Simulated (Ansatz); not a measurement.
Reaction (formal exchange of groups at a B–Sb bond): `N[BH][SbH2]` + BH₃ → `BBN` + stibine

Calculated with Ansatz (gas phase, PBE0-D4/def2-TZVP geometries, no zero-point term in ΔE). CCSD(T)/CBS is the MP2 limit (def2-TZVPP, def2-QZVPP) plus CCSD(T) − MP2 in def2-TZVPP, frozen cores. This one scheme is used for every species. Functionals use def2-TZVPP. Elements past krypton have def2 core potentials. For Sb outer-core shells are correlated without core-valence functions, which leaves a few kJ/mol of doubt a bond. One conformer a species, not always the lowest.

```csv
level,ΔE (kJ/mol)
BHLYP-D4,21.5
CCSD/def2-TZVPP,23.3
```

Q: What does CCSD(T)/CBS give? (Best estimate.)

A: The calculation gave: +28.6 kJ/mol. The listed levels differ from it by -7.1, -5.3 kJ/mol.

Largest T1 diagnostic among the species: 0.014.

At CCSD(T), def2-SVP lies −7.6 kJ/mol from the extrapolated value and def2-TZVPP −3.3 kJ/mol. From BLYP to BHLYP (50 % exact exchange), in def2-TZVPP and without D4, ΔE moves by +6.2 kJ/mol.
